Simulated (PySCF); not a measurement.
A small calculation by hand: chemical shift, span and skew from a shielding tensor

C2H7NSi, SMILES C1[SiH2]CN1. Atoms are numbered in the order given.

```xyz
11

C     -0.4438     0.1252    -1.1607
N     -1.2480    -0.2691     0.0000
C     -0.4438     0.1252     1.1607
Si     1.0537    -0.0399     0.0000
H     -0.5517    -0.5423    -2.0309
H     -0.5924     1.1719    -1.5025
H     -2.2168     0.0442     0.0000
H     -0.5924     1.1719     1.5025
H     -0.5517    -0.5423     2.0309
H      2.1097     1.0190     0.0000
H      1.7051    -1.3828     0.0000
```
Charge 0, spin multiplicity 1.

Geometry optimised at PBE0-D3(BJ)/def2-SVP.

GIAO shieldings from PBE/pcSseg-1 (PySCF), non-relativistic, no solvent. The symmetric part of the tensor of Si4 has the principal values 330.8, 335.7, 416.3 ppm. The same nucleus in TMS has σ = 335.4 ppm at this level (PySCF, at its B3LYP-D3(BJ)/def2-TZVP geometry).

Work out the isotropic shielding, the ²⁹Si shift against TMS, the span and the skew.


σ(iso) = (σ11 + σ22 + σ33)/3 = 360.9 ppm. δ = σ(ref) − σ(iso) = 335.4 − (360.9) = -25.5 ppm.
Span Ω = σ33 − σ11 = 85.5 ppm. Skew κ = 3(σ(iso) − σ22)/Ω = 0.89. Tumbling in solution averages the tensor to δ; in a static solid the shielding alone would spread this spin-1/2 line over Ω.
